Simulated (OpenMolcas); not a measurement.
**Rh6+: effect of the active space**

```yaml
Program: OpenMolcas
Method: MS-CASPT2 or its RAS form, IPEA 0.25 Eh, imaginary shift 0.1 Eh
Basis: ANO-RCC-VQZP
Scalar_Hamiltonian: DKH2, point nucleus
Spin-orbit_coupling: state interaction with AMFI integrals over the reference wave functions, term energies averaged over their components
```

A. 3 electrons in 5 orbitals (4d); 2S+1 = 4 even, 10 roots; 2S+1 = 2 even, 40 roots; closed shells correlated: 4s 4p; CASPT2 step of the order of 30 core-seconds
B. 9 electrons in 8 orbitals (RAS1 4p, at most 2 holes; RAS2 4d); 2S+1 = 4 even, 10 roots; 2S+1 = 2 even, 40 roots; closed shells correlated: 4s; CASPT2 step of the order of 80 core-seconds
C. 3 electrons in 10 orbitals (4d 5d); 2S+1 = 4 even, 10 roots; 2S+1 = 2 even, 40 roots; closed shells correlated: 4s 4p; CASPT2 step roughly 9 core-minutes

Energies in cm⁻¹ above 4d³ ⁴F_3/2.

```tsv
Level	A	B	C
4d³ ⁴F_3/2	0.0	0.0	0.0
4d³ ⁴F_5/2	1802	1851	1809
4d³ ⁴F_7/2	3930	4040	3950
4d³ ⁴F_9/2	6190	6350	6210
4d³ ⁴P_3/2	14950	15060	14780
4d³ ⁴P_1/2	15220	15300	15030
4d³ ²G_7/2	17700	18030	17580
4d³ ⁴P_5/2	17960	18130	17820
4d³ ²G_9/2 [65 %]	18890	19110	18790
4d³ ²D_3/2(1) [51 %]	21810	22200	21680
4d³ ²P_1/2	22770	23140	22600
4d³ ²H_9/2 [69 %]	25140	25320	25060
4d³ ²H_11/2	25320	25350	25270
4d³ ²D_5/2(1)	26440	27020	26400
4d³ ²P_3/2 [53 %]	27930	28460	27820
4d³ ²F_7/2	37040	37130	36960
4d³ ²F_5/2	37580	37680	37510
4d³ ²D_5/2(2)	58230	57960	58320
4d³ ²D_3/2(2)	58870	58560	58900
```

Among A to C the level of the table that moves most is 4d³ ²P_3/2 [53 %], by 650 cm-1 (lowest in C, highest in B). Moves below CASPT2's spread within the term are not significant.

CASPT2 does not keep the components of a term degenerate, so their means are used; among the terms shown or strongly mixed into the levels shown the widest spread is 1000 cm-1 (4d³ ⁴F, B). Active for correlation alone: 4p; no level in the range computed is led by a configuration that opens it, so any true level of that kind is missing (holds for B). The CASPT2 spread within a term exceeds the gap to the next term for 4d³ ²P and 4d³ ²H, so the order of their levels is uncertain (holds for B). Active for correlation alone: 5d; no level in the range computed is led by a configuration that fills it, so any true level of that kind is missing (holds for C). Levels of configurations outside the active space are missing.

A share in square brackets marks a mixed level and gives the weight of the term that names it, the lowest over the columns. A number in round brackets counts repeated terms of one configuration in the order of the reference energies.
